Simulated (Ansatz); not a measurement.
Reaction (formal exchange of groups at the Si–Se bond): `F[SiH]([SeH])O[SiH3]` + SiH₄ → `F[SiH]([SiH3])O[SiH3]` + H₂Se

Isolated molecules relaxed with PBE0-D4/def2-TZVP in Ansatz; ΔE leaves out vibrations. CCSD(T)/CBS adds triple-zeta CCSD(T) − MP2 to the extrapolated MP2 energy (def2 sets, frozen cores). This one scheme is used for every species. Functionals use def2-TZVPP. B3LYP here is the variant with VWN-RPA as its local correlation; programs differ in this. For Se outer-core shells are correlated without core-valence functions, which leaves a few kJ/mol of doubt a bond. Scalar relativity is left out up to krypton. Each species was taken in one conformer, which may not be the lowest.

```
    level  ΔE (kcal/mol)
r2SCAN-D4           18.2
 B3LYP-D4           17.6
```

(1) What does CCSD(T)/CBS give? (Best estimate.)

(2) What do rigid-rotor, harmonic-oscillator terms from PBE0-D4/def2-TZVP frequencies (298.15 K, 1 bar) make of the CCSD(T)/CBS value? (Estimate.)

Largest T1 diagnostic among the species: 0.013.

Answers

(1) The calculation gave: +19.1 kcal/mol. The listed levels differ from it by -0.9, -1.5 kcal/mol.

(2) Ansatz gave: ΔZPE = -0.7 kcal/mol, ΔH = +18.7 kcal/mol, ΔS = 20 J/(mol·K), ΔG = +17.2 kcal/mol. Modes under 50 cm⁻¹ make the entropy rough.

Leaving LDA and LC-ωPBE aside and taking each functional with its dispersion term where it has one, the values, not all of them listed here, spread over 3.4 kcal/mol, from PBE-D4 to ωB97M-V. From PBE to PBE0 (25 % exact exchange), in def2-TZVPP and without D4, ΔE moves by +1.1 kcal/mol. At CCSD(T), def2-SVP lies −1.7 kcal/mol from the extrapolated value and def2-TZVPP −0.7 kcal/mol.
